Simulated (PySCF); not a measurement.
F₂Ge, triplet, geometry from GFN2-xTB (the spin is typed, not shown lowest). Base run: B3LYP/def2-SVP (PySCF).

PySCF was given this input:
```python
from pyscf import gto, scf, dft, solvent

mol = gto.M(
    atom='''
Ge    0.036257   -0.024283    0.335109
F     0.806332    1.547923   -0.580926
F    -0.935245   -1.461585   -0.610573
''',
    basis='def2-svp',
    charge=0,
    spin=2,
    verbose=4,
)

mf = dft.UKS(mol)
mf.xc = 'b3lyp'
mf.kernel()
```

Each row names what was changed in the base input (with any setting that the change needs).

| change | ΔE vs base (kcal/mol) | dipole (D) |
|---|---|---|
| base | 0.000 | 2.14 |
| model = IEF-PCM; solvent = toluene; lebedev_order = 11 | -1.73 | 2.37 |
| model = ddCOSMO; solvent = toluene | -2.45 | 2.44 |
| model = IEF-PCM; solvent = acetonitrile | -3.64 | 2.63 |
| model = IEF-PCM; solvent = toluene; vdw_scale = 1.1 | -2.51 | 2.44 |
| model = IEF-PCM; solvent = toluene | -1.75 | 2.37 |
| model = C-PCM; solvent = toluene | -2.07 | 2.41 |
| model = IEF-PCM; solvent = methanol | -3.63 | 2.63 |
| model = IEF-PCM; solvent = tetrahydrofuran | -3.05 | 2.55 |
| model = COSMO; solvent = toluene | -1.68 | 2.36 |
| model = IEF-PCM; solvent = toluene; lebedev_order = 41 | -1.75 | 2.37 |
| model = IEF-PCM; solvent = toluene; r_probe = 0.5 | -0.80 | 2.27 |

The base is the gas phase, so ΔE is the electrostatic part of solvation at a fixed geometry, without cavity and dispersion terms.

Open shells are given as the SCF converged; they aren't shown to be the lowest states, and a large step between rows can be another state.
